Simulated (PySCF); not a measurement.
Compound: C6H8ClF.
Geometry (GFN2-xTB, Å), atoms numbered from 1 in this order:
```
atom  x, y, z in Å
C1     2.4747   -0.5082    0.8635
C2     1.8713    0.1984   -0.3021
C3     0.5851    0.5177   -0.4435
Cl4    0.1058    1.3116   -1.9234
C5    -0.4514    0.3313    0.5542
C6    -1.7448    0.0882    0.3512
C7    -2.5185   -0.1336   -0.8967
F8    -2.5237   -0.0084    1.4594
H9     2.9242   -1.4428    0.5285
H10    3.2706    0.1004    1.2920
H11    1.7436   -0.7341    1.6324
H12    2.5574    0.4363   -1.1028
H13   -0.1250    0.4141    1.5822
H14   -1.8658   -0.4053   -1.7186
H15   -3.2443   -0.9275   -0.7252
H16   -3.0669    0.7708   -1.1625
```

Method used: PBE0/def2-SVPD in PySCF (dipole) on a GFN2-xTB geometry, gas phase.

Masses are those of the commonest isotopes; rigid-rotor values at the optimised geometry. The values belong to one conformer with, in the numbering `[CH3:1]/[CH:2]=[C:3]([Cl:4])\[CH:5]=[C:6](/[CH3:7])[F:8]`, C2–C3–C5–C6 -149°.

**Question.** What are A, B and C (GHz)?

**Answer.** Ia = 244.22, Ib = 426.21, Ic = 632.75 u·Å²; 505379 MHz·u·Å²/I gives 2069, 1186 and 798.7 MHz, that is A = 2.0694, B = 1.1858, C = 0.7987 GHz.

**Question.** Classify the top.

**Answer.** An asymmetric top; Ray's κ = -0.391.

**Question.** Is it planar, by Δ = Ic − Ia − Ib?

**Answer.** Not planar: Δ = Ic − Ia − Ib = -37.67 u·Å². For a rigid frame Δ = −2 Σ m c², so Σ m c² = 18.84 u·Å² lies off the ab plane: 6.38 from hydrogen and 12.46 from heavier atoms. The atom farthest from that plane is 1.42 Å away.

**Question.** Give the other two planar moments, Paa and Pbb, and the rms extents of the mass along the axes.

**Answer.** Paa = Σ m a² = (Ib + Ic − Ia)/2 = 407.37 and Pbb = Σ m b² = (Ia + Ic − Ib)/2 = 225.38 u·Å². With the mass M = 134.03 u, the rms extents √(P/M) along a, b and c are 1.74, 1.30, 0.37 Å.

**Question.** List the rotational levels J(Ka,Kc) to J = 3 (MHz).

**Answer.** Above 0(0,0):
J = 1: 1(0,1) 1984, 1(1,1) 2868, 1(1,0) 3255
J = 2: 2(0,2) 5851, 2(1,2) 6450, 2(1,1) 7611, 2(2,1) 10262, 2(2,0) 10364
J = 3: 3(0,3) 11437, 3(1,3) 11766, 3(1,2) 14070, 3(2,2) 16215, 3(2,1) 16686, 3(3,1) 21658, 3(3,0) 21676

**Question.** Which lines would a microwave search look for?

**Answer.** The dipole components are |μa| = 0.89 D, |μb| = 0.65 D, |μc| = 0.85 D. Intensities carry the squares of the components, which stand as 1.00 : 0.53 : 0.91 (a : b : c). Some of the stronger lines:

| type | branch | J(Ka,Kc) | MHz | lower level (cm⁻¹) |
| --- | --- | --- | --- | --- |
| c | Q | 2(1,2) ← 2(0,2) | 598 | 0.195 |
| c | Q | 1(1,1) ← 1(0,1) | 884 | 0.066 |
| a | Q | 2(1,1) ← 2(1,2) | 1161 | 0.215 |
| a | R | 1(0,1) ← 0(0,0) | 1984 | 0.000 |
| b | R | 2(0,2) ← 1(1,1) | 2983 | 0.096 |
| b | Q | 2(2,1) ← 2(1,2) | 3812 | 0.215 |
| a | R | 2(0,2) ← 1(0,1) | 3867 | 0.066 |
| b | R | 2(1,2) ← 1(0,1) | 4465 | 0.066 |
| c | Q | 3(3,1) ← 3(2,1) | 4973 | 0.557 |
| b | Q | 3(3,0) ← 3(2,1) | 4990 | 0.557 |
| a | R | 3(1,3) ← 2(1,2) | 5316 | 0.215 |
| b | R | 3(1,3) ← 2(0,2) | 5914 | 0.195 |
| b | R | 3(2,2) ← 2(1,1) | 8604 | 0.254 |
| c | R | 3(2,1) ← 2(1,1) | 9074 | 0.254 |

Not checked by GFN2-xTB frequencies. These are rigid-rotor constants of the computed structure; measured ground-state constants (B0) also hold zero-point vibration. A rigid rotor knows nothing of internal rotation, which can split or shift real lines. Quadrupole hyperfine structure (35Cl) is left out.
